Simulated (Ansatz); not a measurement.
Calculated with Ansatz (gas phase, PBE0-D4/def2-TZVP geometries, no zero-point term in ΔE). CBS: MP2 limit from def2 TZ/QZ plus the TZ coupled-cluster correction, frozen cores. This one scheme is used for every species. Functionals use def2-TZVPP. B3LYP here is the variant with VWN-RPA as its local correlation; programs differ in this. For Br outer-core shells are correlated without core-valence functions, which leaves a few kJ/mol of doubt a bond. Scalar relativity is left out up to krypton. One conformer a species, not always the lowest.

Reaction (ligand exchange at the Si–Cl bond): `O[Si](F)(Cl)Br` + NH₃ → `N[Si](O)(F)Br` + HCl

```
             level  ΔE (kJ/mol)
            PBE-D4         28.2
         revPBE-D4         28.3
         r2SCAN-D4         25.9
            r2SCAN         26.0
             B3LYP         22.4
         CAM-B3LYP         18.7
SCS-MP2/def2-TZVPP         22.2
    CCSD/CBS(def2)         22.2
```

What does CCSD(T)/CBS give? (Best estimate.)

Computed: +23.7 kJ/mol. The listed levels differ from it by 4.5, 4.6, 2.2, 2.3, -1.3, -5.0, -1.5, -1.5 kJ/mol.

What do rigid-rotor, harmonic-oscillator terms from PBE0-D4/def2-TZVP frequencies (298.15 K, 1 bar) make of the CCSD(T)/CBS value? (Estimate.)

Ansatz gave: ΔZPE = -6.8 kJ/mol, ΔH = +16.4 kJ/mol, ΔS = -9 J/(mol·K), ΔG = +19.1 kJ/mol.

Largest T1 diagnostic among the species: 0.009.

At CCSD(T), def2-SVP lies −4.0 kJ/mol from the extrapolated value and def2-TZVPP −3.6 kJ/mol. From BLYP to BHLYP (50 % exact exchange), in def2-TZVPP and without D4, ΔE moves by −4.6 kJ/mol.
